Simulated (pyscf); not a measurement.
Structures and frequencies: ωB97X-D3(BJ)/def2-SVP in PySCF. MP2 and CC: frozen core, UHF for open shells. ΔMP2 is the change of the MP2 total energy from the triple- to the quadruple-zeta basis.

Problem. How much does it cost (ΔH, 298 K, CCSD(T)/def2-TZVPP + ΔMP2(QZVPP)) to split HO–AlH–SiH₂–OH at its Al–Si bond into [HO–AlH]• + HO–SiH₂•?

Solution. Al–Si to [HO–AlH]• + HO–SiH₂•: 67.2 kcal/mol. The radicals are drawn with the spin at the cut bond; how far it spreads was not checked. HO–AlH–SiH₂–OH lies 36.7 kcal/mol over its isomer HO–SiH₂–O–AlH₂ (electronic energy, ωB97M-D3(BJ)/def2-TZVP). Other isomers of [HO–AlH]•, HO–SiH₂• were not searched in full and may lie lower. The CCSD(T) − MP2 part came from Ansatz, without density fitting, on the same reference.
